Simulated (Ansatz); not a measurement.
Reaction (formal exchange of groups at the In–F bond): `F[CH2][InH][F]` + CH₄ → `[CH3][InH][CH2]F` + H–F

Computed with Ansatz on PBE0-D4/def2-TZVP structures; ΔE is electronic, products minus reactants. CBS: MP2 limit from def2 TZ/QZ plus the TZ coupled-cluster correction, frozen cores. This one scheme is used for every species. def2 core potentials past Kr. For In outer-core shells are correlated without core-valence functions, which leaves a few kJ/mol of doubt a bond. One conformer a species, not always the lowest.

```tsv
level	ΔE (kJ/mol)
MP2/def2-TZVPP	93.9
HF/def2-QZVPP	123.0
```

What does CCSD(T)/CBS give? (Best estimate.)

Ansatz gave: +102.1 kJ/mol. The listed levels differ from it by -8.2, 20.9 kJ/mol.

Largest T1 diagnostic among the species: 0.015.

From PBE to PBE0 (25 % exact exchange), in def2-TZVPP and without D4, ΔE moves by −7.1 kJ/mol. In def2-TZVPP, CCSD(T) changes the Hartree–Fock value by −23.7 kJ/mol (the triples alone add −1.3 kJ/mol) and MP2 by −27.1 kJ/mol. The D4 term adds −4.8 kJ/mol with B3LYP and −2.7 kJ/mol with PBE0; it sums over pairs of atoms, weighted by their polarisabilities, and B3LYP, whose exchange is more repulsive, gets the larger term.

B3LYP here is the variant with VWN-RPA as its local correlation; programs differ in this.
